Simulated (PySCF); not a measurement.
Several orderings of computed values.

All species are isolated and taken at one optimised geometry, non-relativistic unless stated. Electronic properties by PySCF.

The conformers computed, where there is a choice (atom-mapped SMILES and torsion angles):
- `[CH2:1]=[C:2](/[CH:3]=[CH:4]/[C:5]#[N:6])[SiH2:7][F:8]`: C1–C2–C3–C4 180°, C1–C2–Si7–F8 -127°
- `[CH2:1]=[CH:2][CH2:3][CH2:4][C:5](=[S:6])[O:7][CH3:8]`: C1–C2–C3–C4 118°, C2–C3–C4–C5 -61°, C3–C4–C5–S6 -81°, C4–C5–O7–C8 -177°
- `[CH2:1]=[C:2]([F:3])/[CH:4]=[CH:5]\[SiH2:6][C:7]#[N:8]`: C1–C2–C4–C5 180°, C4–C5–Si6–C7 179°
- `[CH2:1]=[CH:2]/[C:3](=[CH:4]\[C:5]#[N:6])[SiH2:7][F:8]`: C1–C2–C3–C4 180°, C2–C3–Si7–F8 180°
- `[F:1][SiH2:2][c:3]1[cH:4][cH:5][cH:6][n:7][cH:8]1`: F1–Si2–C3–C4 0°
- `[cH:1]1[cH:2][cH:3][c:4](-[c:5]2[n:6][n:7][cH:8][s:9]2)[cH:10][cH:11]1`: C3–C4–C5–N6 180°
- `[CH3:1][O:2][C@@H:3]([CH3:4])[C:5](=[O:6])[N:7]([CH3:8])[CH3:9]`: C1–O2–C3–C4 171°, O2–C3–C5–O6 134°, C3–C5–N7–C8 2°
- `[CH3:1][C:2](=[O:3])[NH:4][C:5]([CH3:6])=[S:7]`: C1–C2–N4–C5 180°, C2–N4–C5–C6 0°
- `[CH3:1][CH2:2][P@@:3]([CH3:4])(=[O:5])[c:6]1[cH:7][cH:8][cH:9][o:10]1`: C1–C2–P3–C4 -72°, C2–P3–C6–C7 -124°

The conformers of `O=C(Cl)CCCCC(=O)Cl`, `N#CC1=CC[Si@H](F)C1` and `CCC[P@@H](=O)CCCO` aren't listed.

Question: Rank by electronic spatial extent ⟨r²⟩ about the centre of nuclear charge, highest first (B3LYP/def2-SVPD at GFN2-xTB geometries).
A. `F[SiH2]c1cccnc1`
B. `C=C/C(=C\C#N)[SiH2]F`
C. `C=C(/C=C/C#N)[SiH2]F`
D. `C=C(F)/C=C\[SiH2]C#N`
E. `C=CCCC(=S)OC`

Answer: D (1532 bohr²), C (1456 bohr²), B (1357 bohr²), E (1252 bohr²), A (1235 bohr²).

Question: Rank by HOMO energy, highest first (PBE0/pcSseg-1 at GFN2-xTB geometries).
A. `O=C(Cl)CCCCC(=O)Cl`
B. `c1ccc(-c2nncs2)cc1`
C. `N#CC1=CC=CC(F)=C1`
D. `CC(=O)NC(C)=S`
E. `CO[C@@H](C)C(=O)N(C)C`

Answer: D (-6.54 eV), E (-6.89 eV), B (-7.13 eV), C (-7.97 eV), A (-8.63 eV).

Q: By how much do the two ends of that ranking differ?

A: By 2.09 eV, between `CC(=O)NC(C)=S` and `O=C(Cl)CCCCC(=O)Cl`.

Question: Rank by static isotropic polarisability, highest first (B3LYP/def2-SVPD at GFN2-xTB geometries).
A. `F[SiH2]C1=CC=CN=C1`
B. `C=C/C(=C\C#N)[SiH2]F`
C. `N#CC1=CC[Si@H](F)C1`
D. `C=C(/C=C/C#N)[SiH2]F`

Answer: D (96.9 au), B (94.8 au), A (86.6 au), C (84.5 au).

Q: By how much do the two ends of that ranking differ?

A: By 12.4 au, between `C=C(/C=C/C#N)[SiH2]F` and `N#CC1=CC[Si@H](F)C1`.

Question: Rank by lowest triplet excitation (Tamm–Dancoff), highest first (TDA B3LYP/def2-SVPD at GFN2-xTB geometries).
A. `C=CCCC(=S)OC`
B. `C=C(/C=C/C#N)[SiH2]F`
C. `F[SiH2]c1cccnc1`
D. `N#CC1=CC[Si@H](F)C1`

Answer: C (4.05 eV), D (3.72 eV), A (3.02 eV), B (2.84 eV).

Q: Give the two extremes of that set in kJ/mol.

A: `C=C(/C=C/C#N)[SiH2]F`: 274 kJ/mol; `F[SiH2]c1cccnc1`: 391 kJ/mol.

Question: Rank by lowest singlet excitation, highest first (TDDFT B3LYP/def2-SVPD at GFN2-xTB geometries).
A. `N#CC1=CC[Si@H](F)C1`
B. `C=CCCC(=S)OC`
C. `C=C/C([SiH2]F)=C\C#N`
D. `C=C(F)/C=C\[SiH2]C#N`
E. `c1cncc([SiH2]F)c1`
F. `C=C(/C=C/C#N)[SiH2]F`

Answer: A (6.00 eV), D (5.24 eV), F (5.06 eV), C (4.91 eV), E (4.63 eV), B (3.38 eV).

Q: By how much do the two ends of that ranking differ?

A: By 2.62 eV, between `N#CC1=CC[Si@H](F)C1` and `C=CCCC(=S)OC`.

Question: Rank by HOMO–LUMO gap, lowest first (PBE0/pcSseg-1 at GFN2-xTB geometries).
A. `CCC[P@@H](=O)CCCO`
B. `C(NC(C)=O)(=S)C`
C. `CC[P@@](C)(=O)c1ccco1`
D. `N#Cc1cccc(F)c1`
E. `O=C([C@H](C)OC)N(C)C`
F. `c1ccc(-c2nncs2)cc1`

Answer: B (4.71 eV), F (5.20 eV), D (6.09 eV), C (6.59 eV), E (7.56 eV), A (7.94 eV).
